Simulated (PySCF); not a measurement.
A structure optimised at PBE-D3(BJ)/def2-SVP, used in a PySCF frequency run:

```xyz
9

C      0.0000    -1.0620    -0.4376
N      0.0000     0.0000    -1.2473
C      0.0000     1.0620    -0.4376
N      0.0000     0.6758     0.8576
N      0.0000    -0.6758     0.8576
H      0.0000    -2.1195    -0.7395
H      0.0000     2.1195    -0.7395
H      0.0000     1.2252     1.7279
H      0.0000    -1.2252     1.7279
```
Charge +1, spin multiplicity 1.

Problem. Write its SMILES, formula and point group.

Solution. c1nc[nH+][nH]1, C2H4N3, C2v

Problem. What are its rotational constants (standard atomic weights)?

Solution. 9.7243, 9.3484, 4.7663 GHz
